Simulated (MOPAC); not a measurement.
MOPAC input (AM1):

```
AM1 1SCF GEO-OK AUX(PRECISION=9) THREADS=1
H5Sb

Sb   -0.00000000 1   -0.00000000 1    0.00000000 1
H    -0.01070800 1    0.00403400 1    1.77431400 1
H     0.01070800 1   -0.00403400 1   -1.77431400 1
H     1.71491800 1   -0.02915900 1    0.01041600 1
H    -0.83218600 1    1.49976600 1   -0.00843200 1
H    -0.88273200 1   -1.47060700 1   -0.00198400 1
```

Output:

```
 *******************************************************************************
 **                                                                           **
 **                              MOPAC v23.2.5                                **
 **                                                                           **
 *******************************************************************************
 ** MOPAC's Digital Object Identifier: https://doi.org/10.5281/zenodo.6511958 **
 **                                                                           **
 ** Please cite the open-source release paper for use of this MOPAC version:  **
 ** J. E. Moussa and J. J. P. Stewart (2026)                                  **
 ** MOPAC: An open-source semiempirical molecular orbital program             **
 ** J. Open Source Softw., 11(119), 8025, https://doi.org/10.21105/joss.08025 **
 *******************************************************************************

                              AM1 CALCULATION RESULTS

 *******************************************************************************
 *  AM1        - The AM1 Hamiltonian to be used
 *  GEO-OK     - OVERRIDE INTERATOMIC DISTANCE AND OTHER SAFETY CHECKS
 *  1SCF       - DO 1 SCF AND THEN STOP
 *  AUX        - OUTPUT AUXILIARY INFORMATION
 *******************************************************************************
AM1 1SCF GEO-OK AUX(PRECISION=9) THREADS=1
 H5Sb

   ATOM   CHEMICAL          X               Y               Z
  NUMBER   SYMBOL      (ANGSTROMS)     (ANGSTROMS)     (ANGSTROMS)

     1      Sb         -0.00000000  *  -0.00000000  *   0.00000000  *
     2       H         -0.01070800  *   0.00403400  *   1.77431400  *
     3       H          0.01070800  *  -0.00403400  *  -1.77431400  *
     4       H          1.71491800  *  -0.02915900  *   0.01041600  *
     5       H         -0.83218600  *   1.49976600  *  -0.00843200  *
     6       H         -0.88273200  *  -1.47060700  *  -0.00198400  *

          CARTESIAN COORDINATES

    NO.       ATOM           X           Y           Z

     1        Sb         -0.0000     -0.0000      0.0000
     2         H         -0.0107      0.0040      1.7743
     3         H          0.0107     -0.0040     -1.7743
     4         H          1.7149     -0.0292      0.0104
     5         H         -0.8322      1.4998     -0.0084
     6         H         -0.8827     -1.4706     -0.0020

  H: (AM1): M.J.S. DEWAR ET AL, J. AM. CHEM. SOC. 107 3902-3909 (1985)
 Sb: (AM1): J. J. P. STEWART, J. MOL. MOD., 10, 155-164 (2004)

           Empirical Formula: H5 Sb  =     6 atoms

      MOLECULAR POINT GROUP   :   D3h

      RHF CALCULATION, NO. OF DOUBLY OCCUPIED LEVELS = 5

 -------------------------------------------------------------------------------
 AM1 1SCF GEO-OK AUX(PRECISION=9) THREADS=1
 H5Sb

     1SCF WAS SPECIFIED, SO BFGS WAS NOT USED
     SCF FIELD WAS ACHIEVED

                              AM1 CALCULATION
                                                       MOPAC v23.2.5 Linux

          FINAL HEAT OF FORMATION =        105.60414 KCAL/MOL =     441.84771 KJ/MOL

          COSMO AREA              =         86.40 SQUARE ANGSTROMS
          COSMO VOLUME            =         72.99 CUBIC ANGSTROMS

          IONIZATION POTENTIAL    =          9.189194 EV
          HOMO LUMO ENERGIES (EV) =         -9.189 -0.937
          NO. OF FILLED LEVELS    =          5
          MOLECULAR WEIGHT        =        126.7895         POINT GROUP:  D3h

          MOLECULAR DIMENSIONS (Angstroms)

            Atom       Atom       Distance
            H     3    H     2     3.54870
            H     6    H     4     2.97081
            H     6    H     5     2.57280

          SCF CALCULATIONS        =          1

   ATOM   CHEMICAL          X               Y               Z
  NUMBER   SYMBOL      (ANGSTROMS)     (ANGSTROMS)     (ANGSTROMS)

     1      Sb         -0.00000000  *  -0.00000000  *   0.00000000  *
     2       H         -0.01070800  *   0.00403400  *   1.77431400  *
     3       H          0.01070800  *  -0.00403400  *  -1.77431400  *
     4       H          1.71491800  *  -0.02915900  *   0.01041600  *
     5       H         -0.83218600  *   1.49976600  *  -0.00843200  *
     6       H         -0.88273200  *  -1.47060700  *  -0.00198400  *

                             CARTESIAN COORDINATES

   1   Sb       -0.000000000    -0.000000000     0.000000000
   2    H       -0.010708000     0.004034000     1.774314000
   3    H        0.010708000    -0.004034000    -1.774314000
   4    H        1.714918000    -0.029159000     0.010416000
   5    H       -0.832186000     1.499766000    -0.008432000
   6    H       -0.882732000    -1.470607000    -0.001984000

           Empirical Formula: H5 Sb  =     6 atoms

      MOLECULAR POINT GROUP   :   D3h

                  EIGENVALUES
 -20.89583 -12.42982 -12.42982 -12.38882  -9.18919  -0.93739   1.57232   1.57232
   2.00574

              NET ATOMIC CHARGES AND DIPOLE CONTRIBUTIONS

  ATOM NO.   TYPE          CHARGE      No. of ELECS.   s-Pop       p-Pop
    1         Sb           2.028218        2.9718     1.30721     1.66458
    2          H          -0.433020        1.4330     1.43302
    3          H          -0.433020        1.4330     1.43302
    4          H          -0.387393        1.3874     1.38739
    5          H          -0.387393        1.3874     1.38739
    6          H          -0.387393        1.3874     1.38739
 DIPOLE           X         Y         Z       TOTAL
 POINT-CHG.    -0.000    -0.000    -0.000     0.000
 HYBRID         0.000     0.000     0.000     0.000
 SUM            0.000     0.000    -0.000     0.000

          ATOMIC ORBITAL ELECTRON POPULATIONS

     Atom    s        px        py        pz
    1 Sb   1.30721   0.53843   0.53842   0.58773
    2  H   1.43302
    3  H   1.43302
    4  H   1.38739
    5  H   1.38739
    6  H   1.38739

 **********************
 *                    *
 * JOB ENDED NORMALLY *
 *                    *
 **********************

 == MOPAC DONE ==
```

The geometry given is a B3LYP-D3(BJ)/def2-TZVP minimum.
